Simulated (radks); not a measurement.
Task: The europium ion Eu4+, 59 electrons, occupied as [Xe] 4f5. All-electron calculation, Dirac Kohn-Sham, BLYP, spin-unpolarised, spherical densities, point nucleus; open shells fill j = l - 1/2 first. Program: a radial shooting solver on a logarithmic mesh with Libxc functionals. Some entries of the table are withheld. Estimate them.

orbital  occ.  eigenvalue (hartree)  r(max) (bohr)
1s1/2       2             -1777.895        0.01420
2s1/2       2             -293.4270        0.08071
2p1/2       2             -278.4631            (1)
2p3/2       4             -254.6425            (2)
3s1/2       2             -66.12454         0.2291
3p1/2       2                   (3)         0.2162
3p3/2       4                   (4)         0.2284
3d3/2       4             -43.63482         0.1818
3d5/2       6             -42.57925         0.1852
4s1/2       2             -14.67507         0.5270
4p1/2       2             -12.17651         0.5319
4p3/2       4             -11.09320         0.5576
4d3/2       4              -6.97483         0.5663
4d5/2       6              -6.77852         0.5746
5s1/2       2              -3.26161          1.203
5p1/2       2              -2.53693            (5)
5p3/2       4              -2.36571            (6)
4f5/2       5              -1.93876         0.5741
4f7/2       0              -1.91169         0.5785
5d3/2       0                   (7)          1.701
5d5/2       0                   (8)          1.727
6s1/2       0              -1.17531            (9)

Result: 
(1) 2p1/2 r(max) (bohr): 0.06106
(2) 2p3/2 r(max) (bohr): 0.06680
(3) 3p1/2 eigenvalue (hartree): -59.66543
(4) 3p3/2 eigenvalue (hartree): -54.81205
(5) 5p1/2 r(max) (bohr): 1.298
(6) 5p3/2 r(max) (bohr): 1.365
(7) 5d3/2 eigenvalue (hartree): -1.37216
(8) 5d5/2 eigenvalue (hartree): -1.35237
(9) 6s1/2 r(max) (bohr): 2.748
